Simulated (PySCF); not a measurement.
**Converging InAs in the basis (MP2)**

PySCF, UHF reference; triplet, unpaired electrons π ↑↑; De to In + As without counterpoise correction. Frozen cores follow the default of each basis and core potential.

| basis | relativity | functions | Re (Å) | ωe (cm⁻¹) | De (eV) | frozen orbitals |
| --- | --- | --- | --- | --- | --- | --- |
| cc-pVDZ-PP | scalar-relativistic core potentials | 46 | 2.759 | 180 | 1.28 | 8 |
| def2-SVP | scalar-relativistic core potentials | 58 | 2.756 | 184 | 1.32 | 13 |
| def2-TZVPPD | scalar-relativistic core potentials | 110 | 2.711 | 185 | 1.62 | 13 |

Task: How does each smaller set differ from the one with most functions, def2-TZVPPD?

Result: cc-pVDZ-PP: +4.8 pm, -2.7 % in ωe, -0.34 eV in De; def2-SVP: +4.5 pm, -0.5 % in ωe, -0.30 eV in De. All at MP2; the set with most functions is neither the basis-set limit nor always the best.

Correlated steps freeze the inner cores (8 to 13 orbitals); shallow outer-core shells are correlated. Correlated levels converge slowly with the basis: in double zeta they bind strong bonds too weakly, by up to about 1 eV, and carry superposition errors of some tenths. Spin–orbit coupling is left out, which matters for elements this heavy, above all for dissociation energies. The state was picked by a PBE0 search and need not be the measured ground state.
